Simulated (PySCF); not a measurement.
Excitation energy of B by level of theory

B [He] 2s2 2p1 (2P) → B [He] 2s2 3s1 (2S), as a difference of total energies. Calculation: PySCF 2.14, in aug-cc-pVQZ-DK (6s5p4d3f2g, 80 functions); scalar relativity by spin-free X2C-1e. Correlated levels: valence: 1s2 frozen. The calculations carry no spin-orbit coupling.

```
           method  excitation energy (eV)
              UHF                   5.002
              LDA                   5.276
              PBE                   5.283
             PBE0                   5.292
           r2SCAN                   5.530
              M06                   5.202
             PW91                   5.332
          LC-wPBE                   5.490
           B2PLYP                   5.271
    MP2 (valence)                   5.097
SCS-MP2 (valence)                   5.083
```

Errors of the correlated levels include the incompleteness of this basis and the frozen core.

The promoted electron is Rydberg-like, and one or two diffuse shells describe it only roughly, which tends to raise the upper state.

**Question.** Which method comes closest to the reference value, and which is furthest?

**Answer.** The reference is 4.963 eV (measured; NIST levels, between the centres of gravity of the two terms). Closest: UHF (error 0.039 eV); furthest: r2SCAN (error 0.567 eV).
